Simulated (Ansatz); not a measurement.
Geometry optimisation, RKS PBE0/def2-mTZVP in Ansatz.

The input (input.yaml):

```yaml
crystal:
  periodic: [false, false, false]
  atoms:
    - { symbol: Zn, position_ang: [0.066027, -0.93293, 0.169455] }
    - { symbol: S, position_ang: [-0.383991, 2.561028, 0.744046] }
    - { symbol: C, position_ang: [0.529671, -1.751834, 1.880266] }
    - { symbol: H, position_ang: [-0.753624, 2.272629, -0.532281] }
    - { symbol: Si, position_ang: [-0.446228, -0.046192, -1.935751] }
    - { symbol: H, position_ang: [0.836945, 3.005988, 0.366554] }
    - { symbol: H, position_ang: [0.973369, -1.013483, 2.553883] }
    - { symbol: H, position_ang: [-0.353034, -2.163214, 2.378019] }
    - { symbol: H, position_ang: [1.249402, -2.566136, 1.758603] }
    - { symbol: H, position_ang: [-0.67312, -1.044643, -3.031636] }
    - { symbol: H, position_ang: [0.638317, 0.868599, -2.434081] }
    - { symbol: H, position_ang: [-1.683936, 0.810186, -1.917178] }
basis:
  gaussian: { orbitals: def2-mTZVP }
hamiltonian:
  xc: pbe0
relax:
  f_tol: 0.03
  max_steps: 50
```

Command:

```bash
$ ansatz run input.yaml --threads 4 --pin off --max-ram 5120MiB --backend cpu --events-out ev --progress --plain --runs-dir out
```

Task: Where does it end, and by what steps?

Result: The forces met the threshold. The force dipped under the threshold on the way, but the program's further checks kept it going. After 26 steps the energy has fallen by 0.112 eV; H6 moved furthest, 1.41 Å.

| step | energy less start (eV) | largest force component (eV/Å) | accepted |
| --- | --- | --- | --- |
| 0 | 0.0000 | 0.513 | yes |
| 1 | -0.0335 | 0.485 | yes |
| 2 | -0.0473 | 0.614 | yes |
| 3 | -0.0672 | 0.553 | yes |
| 4 | -0.0842 | 0.407 | yes |
| 5 | -0.0847 | 0.259 | yes |
| 6 | -0.0952 | 0.050 | yes |
| 7 | -0.0962 | 0.026 | yes |
| 8 | -0.0970 | 0.032 | yes |
| 9 | -0.0950 | 0.277 | no |
| 10 | -0.0982 | 0.022 | yes |
| 11 | -0.0987 | 0.158 | yes |
| 12 | -0.1004 | 0.100 | yes |
| 13 | -0.1014 | 0.110 | yes |
| 14 | -0.1030 | 0.088 | yes |
| 15 | -0.1042 | 0.111 | yes |
| 16 | -0.1053 | 0.113 | yes |
| 17 | -0.1064 | 0.095 | yes |
| 18 | -0.1073 | 0.093 | yes |
| 19 | -0.1080 | 0.145 | yes |
| 20 | -0.1090 | 0.103 | yes |
| 21 | -0.1102 | 0.038 | yes |
| 22 | -0.1086 | 0.177 | no |
| 23 | -0.1110 | 0.015 | yes |
| 24 | -0.1112 | 0.108 | yes |
| 25 | -0.1115 | 0.034 | yes |
| 26 | -0.1117 | 0.013 | yes |

```xyz
12
Properties=species:S:1:pos:R:3
Zn 0.033 -0.671 0.036
S -0.587 2.015 0.976
C 0.580 -1.399 1.778
H -0.309 2.760 -0.116
Si -0.500 -0.202 -2.241
H 0.598 2.293 1.563
H 1.475 -0.899 2.161
H -0.207 -1.278 2.528
H 0.808 -2.466 1.713
H -0.497 -1.374 -3.169
H 0.454 0.788 -2.839
H -1.849 0.433 -2.390
```

Time of the run: 110 s on 4 threads of Arm Neoverse N1, on a shared host, peak memory 0.32 GiB.
